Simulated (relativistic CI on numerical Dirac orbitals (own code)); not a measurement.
## Electric-dipole lines of Cs XIV

Method of calculation: Dirac-Coulomb-Breit CI, orbitals from a KLI potential per configuration, QED by a radiative potential, unscaled Slater integrals (own radial code, finite nucleus).

Configuration list (outside the closed core [Ar] 3d10): 4s2 4p6 4d6, 4s2 4p5 4d7, 4s2 4p6 4d5 4f, 4s 4p6 4d7, 4s2 4p6 4d5 5s, 4s2 4p5 4d6 4f, 4s2 4p6 4d5 5p, 4s2 4p6 4d4 4f 5s, 4s 4p6 4d6 4f, 4s2 4p6 4d5 5d, 4s2 4p6 4d4 5s 5p, 4s2 4p6 4d5 6s, 4s2 4p5 4d6 5s, 4s2 4p6 4d5 5f, 4s2 4p6 4d5 6p, 4s2 4p6 4d5 7s, 4s2 4p6 4d5 6f, 4s2 4p6 4d5 7p, 4s 4p6 4d6 5s, 4p6 4d7 5p, 4p6 4d8, 4p5 4d9, 4p5 4d8 4f, 4s2 4p6 4d4 5s2, 4s2 4p6 4d3 4f 5s2, 4s2 4p5 4d4 4f 5s2, 4s2 4p6 4d3 5s2 5p. Double excitations out of closed p, d and f shells are left out; levels of such configurations are missing from the list, as are those of other unlisted configurations, and high levels can miss mixing partners. Some configurations lack a partner that the ground configuration has and come out too high, among them 4s2 4p5 4d6 5s.

```csv
λ vac (Å),Lower,Upper,A (s⁻¹),E lower (eV),E upper (eV)
114.96,4s2 4p6 4d6 5D_4 [1],4s2 4p6 4d5 4f 5G°_5 [236],1.41e+09,0.000,107.847
116.26,4s2 4p6 4d6 5D_2 [3],4s2 4p6 4d5 4f 5S°_2 [246],3.23e+09,1.575,108.215
130.51,4s2 4p6 4d6 3H_4 [6],4s2 4p5 4d7 3D°_3 [90],1.96e+09,4.255,99.259
131.45,4s2 4p6 4d6 3H_4 [12],4s2 4p6 4d5 4f 3G°_3 [104],2.63e+09,6.877,101.199
132.33,4s2 4p6 4d6 1I_6 [19],4s2 4p5 4d7 3H°_5 [114],3.62e+09,8.602,102.294
133.25,4s2 4p6 4d6 3H_5 [8],4s2 4p5 4d7 3F°_4 [82],3.02e+09,4.991,98.041
134.51,4s2 4p6 4d6 1I_6 [19],4s2 4p5 4d7 3I°_6 [98],2.08e+09,8.602,100.774
134.91,4s2 4p6 4d6 3H_6 [7],4s2 4p6 4d5 4f 7F°_5 [73],3.23e+09,4.879,96.783
135.44,4s2 4p6 4d6 3H_6 [7],4s2 4p6 4d5 4f 7F°_5 [65],1.95e+09,4.879,96.423
136.02,4s2 4p6 4d6 5D_4 [1],4s2 4p5 4d7 5D°_3 [41],2.96e+09,0.000,91.150
136.56,4s2 4p6 4d6 3H_4 [6],4s2 4p5 4d7 3F°_4 [58],4.68e+09,4.255,95.045
137.03,4s2 4p6 4d6 5D_3 [2],4s2 4p5 4d7 3D°_2 [44],1.63e+09,1.434,91.910
137.33,4s2 4p6 4d6 5D_4 [1],4s2 4p5 4d7 5D°_4 [38],5.10e+09,0.000,90.280
137.68,4s2 4p6 4d6 5D_2 [3],4s2 4p5 4d7 5D°_1 [43],4.90e+09,1.575,91.630
138.20,4s2 4p6 4d6 5D_3 [2],4s2 4p5 4d7 5D°_3 [41],3.43e+09,1.434,91.150
138.32,4s2 4p6 4d6 5D_1 [4],4s2 4p5 4d7 3D°_2 [44],1.98e+09,2.271,91.910
138.32,4s2 4p6 4d6 5D_2 [3],4s2 4p5 4d7 5D°_2 [42],3.34e+09,1.575,91.213
138.41,4s2 4p6 4d6 5D_4 [1],4s2 4p5 4d7 5F°_5 [36],2.35e+09,0.000,89.576
138.52,4s2 4p6 4d6 3H_5 [8],4s2 4p5 4d7 3H°_5 [57],3.38e+09,4.991,94.498
140.84,4s2 4p6 4d6 3H_5 [8],4s2 4p5 4d7 3H°_6 [49],1.07e+09,4.991,93.026
```

Terms are leading LS components. Brackets give the number of a level in order of energy, since labels repeat. The list gives strong lines, with weight on those to low levels, without lines whose two gauges differ by over a factor of 2.5, among the lowest 400 of 9853 levels, so that lines to higher ones, which can be the strongest, are missing. Levels whose partners in the same complex of configurations lie outside the list can be far off, and so can their lines. Rates are taken at the computed energies, electric ones in the length gauge.

At this charge transitions that keep the count of f electrons are usually good to a few per cent. Terms inside the open d or f shell come out 10 to 20 % too wide with unscaled integrals. Levels and lines within the n = 5 or 6 shells can be off by up to 10 % or somewhat more, and those that change n by about 2 %, since core polarisation is missing. Levels that differ in their count of f electrons can be misplaced by several ten thousand cm⁻¹, since the correlation energy of f electrons is missing or only estimated; rates across such gaps can be off by orders of magnitude.

LS names give the leading component of a level, which can be under half, so a name can repeat, a term be missing and a line seem to break the LS rules.
